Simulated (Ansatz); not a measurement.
Isolated molecules relaxed with PBE0-D4/def2-TZVP in Ansatz; ΔE leaves out vibrations. CCSD(T)/CBS adds triple-zeta CCSD(T) − MP2 to the extrapolated MP2 energy (def2 sets, frozen cores). This one scheme is used for every species. DFT in def2-TZVPP. For Se outer-core shells are correlated without core-valence functions, which leaves a few kJ/mol of doubt a bond. Scalar relativity is left out up to krypton. One conformer a species, not always the lowest.

Consider the hydrogenolysis of a C–S bond: `FC(S)=[Se]` + H₂ → `FC=[Se]` + H₂S.

CCSD(T)/CBS gives -0.44 eV.

Task: Another level gave -0.44 eV. Which?
A. CAM-B3LYP/def2-TZVPP
B. CAM-B3LYP-D4/def2-TZVPP
C. PBE/def2-TZVPP
D. PBE0/def2-TZVPP

Result: B. CAM-B3LYP-D4 -0.44, PBE0 -0.39, CAM-B3LYP -0.50, PBE -0.29 eV.

Largest T1 diagnostic among the species: 0.016.

From BLYP to BHLYP (50 % exact exchange), in def2-TZVPP and without D4, ΔE moves by −0.17 eV. The D4 term adds +0.10 eV with B3LYP and +0.05 eV with PBE0; it sums over pairs of atoms, weighted by their polarisabilities, and B3LYP, whose exchange is more repulsive, gets the larger term.

B3LYP here is the variant with VWN-RPA as its local correlation; programs differ in this.
